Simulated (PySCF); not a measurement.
## r2SCAN on Sn²⁺ (tin, charge +2)

Configuration: [Kr] 4d10 5s2, closed-shell 1S. Calculation: PySCF 2.14, in cc-pVDZ-PP with ECP28MDF (4s3p2d, 23 functions); scalar relativity through the core potential.

```json
{"Total energy": "-213.5240 hartree", "One-electron energy": "-362.4654 hartree", "Hartree (Coulomb) energy": "166.5527 hartree", "Exchange-correlation energy": "-17.6113 hartree", "⟨S²⟩": "0.0000", "⟨L²⟩": "0.000", "Sum of ⟨r⟩": "22.45 bohr", "Sum of ⟨r²⟩": "31.91 bohr²", "Time after the integrals": "0.31 s of wall time on 1 thread of Neoverse-V1 (shared host)"}
```

```tsv
shell	electrons	mean orbital energy (hartree)	rms radius, mean of both spins (bohr)
4s	2	-5.68779	0.877
4p	6	-4.02643	0.952
4d	10	-1.60845	1.18
5s	2	-0.96942	2.34
```

Energies and moments cover only the electrons outside the core potential.
